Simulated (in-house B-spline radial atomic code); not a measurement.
A run on an ion of nuclear charge 42 with 39.5 electrons that did not converge. Method: scalar-relativistic (X2C) wB97X, spin-polarised, spherical fractional occupations, Fermi nucleus of rms radius 4.4091 fm; computed with a B-spline radial code for spherical atoms.

Command:
```bash
python run_scf.py task.json out
```
Settings (nuclear radius in fm, mass in u):
```
Z                42
configuration    [Ar] 3d9.5 4s2 4p6 4d4
hamiltonian      x2c
method           wb97x
spin_polarised   True
nucleus          fermi
rms_radius       4.4091
atomic_mass      97.9054
speed_of_light   137.035999084
```

First and last ten iterations of the last attempt (damped for 15 steps, keeping 80 % of the old Fock matrix, then DIIS):
```
 iter        energy (Eh)    residual
    1       -4035.763499    4.40e-01
    2       -4040.363879    2.73e-01
    3       -4041.636189    1.84e-01
    4       -4042.260294    1.26e-01
    5       -4042.562350    8.69e-02
    6       -4042.707277    6.03e-02
    7       -4042.776533    4.36e-02
    8       -4042.809648    3.15e-02
    9       -4042.825560    2.28e-02
   10       -4042.833277    1.65e-02
  111       -4042.841078    1.36e-06
  112       -4042.841078    1.42e-06
  113       -4042.841078    1.28e-06
  114       -4042.841078    1.37e-06
  115       -4042.841078    1.46e-06
  116       -4042.841078    1.40e-06
  117       -4042.841078    1.07e-06
  118       -4042.841078    3.07e-06
  119       -4042.841078    2.44e-06
  120       -4042.841078    2.37e-06
 not converged after 120 iterations
```

The smallest residual met was 8.3e-07; the threshold is about 4e-07. Over the last five steps the energy moves by less than 1e-08 hartree, but the orbitals didn't meet the threshold. Run time, properties included: 12 s on 1 thread of Arm Neoverse V2, with other jobs on the host.
